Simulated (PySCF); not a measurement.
C₅H₉NSi.
Numbering: `[CH:1]#[C:2][Si@H:3]([NH2:4])[CH:5]1[CH2:6][CH2:7]1` (hydrogens: H8 on C1; H9 on Si3; H10, H11 on N4; H12 on C5; H13, H14 on C6; H15, H16 on C7)

Structure optimised with GFN2-xTB, isolated species.

Give the optimised bond lengths and angles.

| bond | length (Å) |
| --- | --- |
| C1≡C2 | 1.202 |
| C2–Si3 | 1.854 |
| Si3–N4 | 1.725 |
| Si3–C5 | 1.881 |
| C5–C6 | 1.501 |
| C6–C7 | 1.492 |
| C5–C7 | 1.503 |
| C1–H8 | 1.053 |
| Si3–H9 | 1.477 |
| N4–H10, N4–H11 | 1.007 |
| C5–H12 | 1.084 |
| C6–H13 | 1.080 |
| C6–H14 | 1.080 |
| C7–H15 | 1.081 |
| C7–H16 | 1.081 |

Bonds in one row agree within 0.01 Å and their mean is given. A selection of angles:
| angle | degrees |
| --- | --- |
| C2–C1–H8 | 179.3 |
| C1–C2–Si3 | 178.5 |
| C2–Si3–N4 | 105.8 |
| C2–Si3–C5 | 110.7 |
| C2–Si3–H9 | 107.5 |
| N4–Si3–C5 | 106.1 |
| N4–Si3–H9 | 116.5 |
| C5–Si3–H9 | 110.2 |
| Si3–N4–H10 | 119.0 |
| H10–N4–H11 | 110.3 |
| Si3–C5–C6 | 119.7 |
| Si3–C5–C7 | 120.4 |
| Si3–C5–H12 | 115.5 |
| C6–C5–C7 | 59.5 |
| C6–C5–H12 | 115.0 |
| C7–C5–H12 | 115.1 |
| C5–C6–C7 | 60.3 |
| C5–C6–H13 | 118.3 |
| C5–C6–H14 | 118.5 |
| C7–C6–H13 | 118.2 |
| C7–C6–H14 | 118.5 |
| H13–C6–H14 | 113.3 |
| C6–C7–H15 | 118.1 |
| C6–C7–H16 | 118.4 |
| C5–C7–C6 | 60.2 |
| C5–C7–H15 | 118.5 |
| C5–C7–H16 | 118.6 |
| H15–C7–H16 | 113.3 |

Torsions: C2–Si3–C5–C6 -70° (synclinal); Si3–C5–C6–C7 -110° (anticlinal); Si3–C5–C7–C6 109° (anticlinal).

The 3-membered ring C5–C6–C7 has internal angles of 59.5° to 60.3°. Si3 (SiH silicon) is distorted tetrahedral (angles from 105.8° to 116.5°). The 2 C–Si bonds span 1.854 Å (C2–Si3, drawn single) to 1.881 Å (Si3–C5, drawn single), a spread of 0.027 Å. N4 (silicon-bound nitrogen) has angles 119.3°, 119.0° and 110.3°, sum 348.6°, 0.23 Å off the plane of its three neighbours. The C–C distances run from 1.202 Å (C1≡C2, drawn triple) to 1.503 Å (C5–C7, drawn single), a spread of 0.301 Å.

Point group: C1 (no symmetry element, even within 0.4 Å). Not checked by GFN2-xTB frequencies. The numbers are those of one conformer (C2–Si3–N4–H 53° and -167°, C2–Si3–C5–C6 -70°).

All values are computed, not measured.
